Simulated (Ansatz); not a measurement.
Ansatz results at the PBE0-D4/def2-TZVP geometry: HOMO–LUMO gap (PBE/def2-TZVPP) 6.31 eV; zero-point energy (PBE0-D4/def2-TZVP) 129.6 kJ/mol; ideal-gas entropy at 298 K and 1 bar (rigid rotor, harmonic PBE0-D4/def2-TZVP) 338 J/(mol·K).

Each molecule was computed in one conformer, which needn't be the lowest.

Problem. Which molecule gave them?
A. `OC(F)([SiH3])Cl`
B. `[TeH][Al]1[CH2][O]1`
C. `C=NB(N)O`
D. `O=C=CCBr`

Solution. A. The others give `C=NB(N)O`: 3.88, 201.9, 323; `[TeH][Al]1[CH2][O]1`: 3.04, 97.1, 338; `O=C=CCBr`: 3.42, 137.9, 328.
